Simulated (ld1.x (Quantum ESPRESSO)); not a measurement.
## Pseudopotential generation for titanium (Ti): PAW, LDA (PZ), scalar-relativistic.

The input file (ld1.x (Quantum ESPRESSO) 7.5):

```
&input
   title='Ti', zed=22., rel=1, dft='PZ', iswitch=3,
   config='[Ar] 3d2 4s2 4p0',
   nld=3, rlderiv=3.85, eminld=-2.0, emaxld=5.0, deld=0.02
 /
 &inputp
   pseudotype=3, lpaw=.true., tm=.true., lloc=-1, rcloc=2.90,
   nlcc=.false.,
   which_augfun='PSQ', rmatch_augfun=1.60,
   file_pseudopw='Ti.UPF', file_wfcaegen='ae.wfc', file_wfcncgen='nc.wfc', file_beta='beta', file_chi='chi', file_wfcusgen='us.wfc'
 /
6
4S  1  0   2.00   0.00  2.55  2.90  0.0
4S  1  0   0.00   0.15  2.55  2.90  0.0
4P  2  1   0.00   0.00  2.55  3.55  0.0
4P  2  1   0.00   0.40  2.55  3.55  0.0
3D  3  2   2.00   0.00  1.75  2.00  0.0
3D  3  2   0.00   0.85  1.75  2.00  0.0
 &test
   configts(1)='3d2 4s2 4p0'
 /
```

Command:

```bash
ld1.x < Ti.in > Ti.out
```

Output (shortened: banner, matrices, multipoles, cross overlaps and the repeated all-electron block are left out):

```
Program LD1 v.7.5
     --------------------------- All-electron run ----------------------------

     Ti
     scalar relativistic calculation

     atomic number is 22.00
     dft =PZ   lsd =0 sic =0 latt =0  beta=0.20 tr2=1.0E-14
     Exchange-correlation= PZ
                           (   1   1   0   0   0   0   0)
     mesh =1177 r(mesh) = 100.37945 a.u. xmin = -7.00 dx = 0.01250
     1 Ry =  13.60569312 eV, c = 137.03599908

     n l     nl                  e(Ry)          e(Ha)          e(eV)
     1 0     1S 1( 2.00)      -356.9155      -178.4578     -4856.0828
     2 0     2S 1( 2.00)       -39.3567       -19.6784      -535.4753
     2 1     2P 1( 6.00)       -32.6322       -16.3161      -443.9832
     3 0     3S 1( 2.00)        -4.5762        -2.2881       -62.2617
     3 1     3P 1( 6.00)        -2.8506        -1.4253       -38.7850
     3 2     3D 1( 2.00)        -0.3280        -0.1640        -4.4628
     4 0     4S 1( 2.00)        -0.3381        -0.1691        -4.6001
     4 1     4P 1( 0.00)        -0.1131        -0.0566        -1.5392

     final scf error:  9.2E-15 reached in  36 iterations

     Etot =   -1703.443259 Ry,    -851.721630 Ha,  -23176.526240 eV

     Ekin =    1716.818994 Ry,     858.409497 Ha,   23358.512381 eV
     Encl =   -4053.588407 Ry,   -2026.794204 Ha,  -55151.879919 eV
     Eh   =     713.394945 Ry,     356.697472 Ha,    9706.232691 eV
     Exc  =     -80.068791 Ry,     -40.034395 Ha,   -1089.391394 eV

     normalization and overlap integrals

     s(1S/1S) =  1.000000  <r> =   0.0697  <r2> =    0.0065  r(max) =   0.0455
     s(2S/2S) =  1.000000  <r> =   0.3259  <r2> =    0.1256  r(max) =   0.2682
     s(2P/2P) =  1.000000  <r> =   0.2904  <r2> =    0.1040  r(max) =   0.2196
     s(3S/3S) =  1.000000  <r> =   1.0090  <r2> =    1.1763  r(max) =   0.8685
     s(3P/3P) =  1.000000  <r> =   1.0878  <r2> =    1.3976  r(max) =   0.9016
     s(3D/3D) =  1.000000  <r> =   1.6119  <r2> =    3.5379  r(max) =   0.9719
     s(4S/4S) =  1.000000  <r> =   3.4831  <r2> =   14.0025  r(max) =   2.8834
     s(4P/4P) =  1.000000  <r> =   4.7748  <r2> =   26.8068  r(max) =   3.7960

     ------------------------ End of All-electron run ------------------------

     --------------------- Generating PAW atomic setup --------------------

      Generating local potential from pseudized AE potential:
      Matching radius rcloc =   2.9000

      Local pseudo, rcloc= 2.883 Estimated cut-off energy=     2.90 Ry

      Computing core charge for PAW:

       r > 1.73 : true rho core
       r < 1.73 : rho core = a sin(br)/r    a=   2.41  b=   1.56

      Integrated core pseudo-charge :   3.47
      Wfc-us  4S rcutus= 2.883  Estimated cut-off energy=     5.34 Ry
      Wfc-us  4S rcutus= 2.883  Estimated cut-off energy=     6.17 Ry
      Wfc-us  4P rcutus= 3.522  Estimated cut-off energy=     5.96 Ry
      Wfc-us  4P rcutus= 3.522  Estimated cut-off energy=     7.00 Ry
      Wfc-us  3D rcutus= 1.982  Estimated cut-off energy=    29.34 Ry
      Wfc-us  3D rcutus= 1.982  Estimated cut-off energy=    49.57 Ry

     Required augmentation: PSQ   radius:    1.600000

     Q pseudized with Bessel functions
     Expected ecutrho=     163.2079 due to l1=  2   l2=  2

     Estimated PAW energy =  -83.323866 Ryd

     ------------------- End of pseudopotential generation -------------------

     Computing logarithmic derivative in   3.86796
     Computing logarithmic derivative in   3.86796
     Computing the partial wave expansion
     R is outside the sphere for l=    0 j= 0.00
     R is outside the sphere for l=    0 j= 0.00
     R is outside the sphere for l=    1 j= 0.00
     R is outside the sphere for l=    1 j= 0.00
     R is outside the sphere for l=    2 j= 0.00
     R is outside the sphere for l=    2 j= 0.00

     ---------------------- Testing the pseudopotential ----------------------

     Ti
     scalar relativistic calculation

     atomic number is 22.00   valence charge is  4.00
     dft = SLA  PZ   NOGX NOGC   lsd =0 sic =0 latt =0  beta=0.20 tr2=1.0E-14
     mesh =1177 r(mesh) = 100.37945 xmin = -7.00 dx = 0.01250

     n l     nl             e AE (Ry)        e PS (Ry)    De AE-PS (Ry)
     3 2     3D   1( 2.00)       -0.32801       -0.32801        0.00000
     1 0     4S   1( 2.00)       -0.33810       -0.33810        0.00000
     2 1     4P   1( 0.00)       -0.11313       -0.11313        0.00000

     eps = 3.7E-18  iter =  4

     Etot =   -1703.443259 Ry,    -851.721630 Ha,  -23176.526240 eV
     Etotps =   -83.323867 Ry,     -41.661933 Ha,   -1133.678964 eV

     Ekin =      18.315151 Ry,       9.157576 Ha,     249.190331 eV
     Encl =     -27.530294 Ry,     -13.765147 Ha,    -374.568731 eV
     Ehrt =       5.960033 Ry,       2.980016 Ha,      81.090378 eV
     Ecxc =     -80.068757 Ry,     -40.034379 Ha,   -1089.390941 eV

     ---------------------- End of pseudopotential test ----------------------
```

Generation and configuration tests took about 2.1 s on one core of a shared server CPU.
